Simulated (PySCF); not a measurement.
B(H)2(NHMe) (CH6BN), SMILES BNC. Geometry optimised at B3LYP-D3(BJ)/def2-TZVP.

These are B3LYP-D3(BJ)/def2-TZVP run with PySCF values and carry that method's errors.

Harmonic wavenumbers (cm⁻¹): 178, 406, 436, 809, 894, 986, 1004, 1152, 1175, 1203, 1345, 1460, 1494, 1496, 1553, 2570, 2648, 3019, 3062, 3123, 3574. Rotational constants (GHz): 45.96, 9.455, 8.246; symmetry number 1.

Q: Work out the zero-point energy and the ideal-gas rigid-rotor harmonic-oscillator thermochemistry at 298.15 K and 1 atm.

A: ZPE = ½ Σ hcν = ½ × 33589 cm⁻¹ = 200.91 kJ/mol. H − E(el) = 214.67 kJ/mol. Entropy in J/(mol K): translation 155.62, rotation 92.14, vibration 20.40, total 268.16. G − E(el) = 134.72 kJ/mol. Cp = 65.57 J/(mol K).
